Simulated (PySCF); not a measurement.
## Spinor energies of Pd⁺ (palladium, charge +1)

Start: [Kr] 4d8 5p1; 4d3/2 filled at m_j = -1/2, +1/2, +3/2; 4d5/2 filled at m_j = -3/2, -1/2, +1/2, +3/2, +5/2; 5p3/2 filled at m_j = +3/2. Calculated with PySCF 2.14 in x2c-SVPall-2c with one added diffuse shell each of s, p, d type (7s9p7d1f, 76 functions): generalised Hartree-Fock with the X2C-1e Hamiltonian and a Gaussian nucleus; one run each with spin-orbit coupling (SO) switched off, then screened by Boettger's factors. This is a chosen level, not necessarily the ground level.

```
spinor shell  electrons  ε, spin-free (eV)  ε, screened SO (eV)  weight of nominal j (screened SO)  rms radius, screened SO (bohr)
       1s1/2          2           -24489.5             -24487.9                              1.000                          0.0366
       2s1/2          2            -3673.9              -3673.4                              1.000                           0.150
       2p1/2          2            -3289.8              -3400.3                              1.000                           0.130
       2p3/2          4            -3289.8              -3238.5                              1.000                           0.135
       3s1/2          2            -713.00              -712.87                              1.000                           0.403
       3p1/2          2            -583.33              -603.28                              1.000                           0.399
       3d3/2          4            -377.55              -381.13                              0.997                           0.387
       3d5/2          6            -377.55              -375.04                              0.998                           0.390
       4s1/2          2            -122.57              -122.56                              1.000                            1.01
       4p1/2          2            -82.859              -87.472                              0.948                            1.10
       4p3/2          4            -82.859              -80.679                              0.974                            1.12
       4d5/2          5            -26.631              -26.587                              0.623                            1.51
       4d3/2          3            -26.631              -26.855                              0.657                            1.49
       5p3/2          1            -10.281              -10.201                              1.000                            3.97
```

(1) Where does 3p3/2 lie, and what is the 3p spin-orbit splitting (screened SO)?

```
   quantity    spin-free  screened SO
E (hartree)  -5041.36845  -5042.20482
        M_J         11/2         11/2
       ⟨J²⟩       35.764       35.764
       ⟨L²⟩       20.011       20.082
       ⟨S²⟩        3.753        3.748
```

Each row is a mean over spinors that exchange with the open shell spreads, by up to 8.086 eV (4p3/2).

Rows whose weight is well below 1 are mixtures of j = l ± 1/2: exchange outweighs spin-orbit coupling there, and the label is only the starting occupation.

Breit and QED terms are absent; they matter most for the inner s and p1/2 levels.

Densities and radii are taken from the X2C orbitals without a picture-change correction, which distorts them close to the nucleus.

Without spin-orbit coupling the j labels of p, d and f shells carry no meaning; the spin-free column gives the mean over the occupied spinors of each nl shell.

Answers

(1) At -574.01 eV, 29.269 eV above 3p1/2.
